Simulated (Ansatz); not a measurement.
```xyz
5

F    -0.243    1.493    0.721
Ge   -0.017    0.005   -0.085
F    -1.014   -1.130    0.711
F     1.594   -0.469    0.221
H    -0.320    0.100   -1.568
```

The species carries charge 0 and has multiplicity 1.

**Question.** List the r2SCAN/def2-TZVPP orbital energies in eV (Ansatz 0.2.0). (Best estimate.)

**Answer.** Ansatz gave: Occupied: -10836.75, -1351.66, -1201.72, -1201.72, -1201.70, -666.54, -666.54, -666.54, -170.07, -119.79, -119.79, -119.71, -33.76, -33.76, -33.22, -32.99, -32.99, -31.49, -30.38, -30.38, -15.47, -12.45, -12.45, -12.30, -10.92, -10.92, -10.55, -10.55, -10.34, -10.05. Lowest empty: -1.16, -0.02, -0.02, 2.30, 4.82, 6.71, 6.71, 6.81.
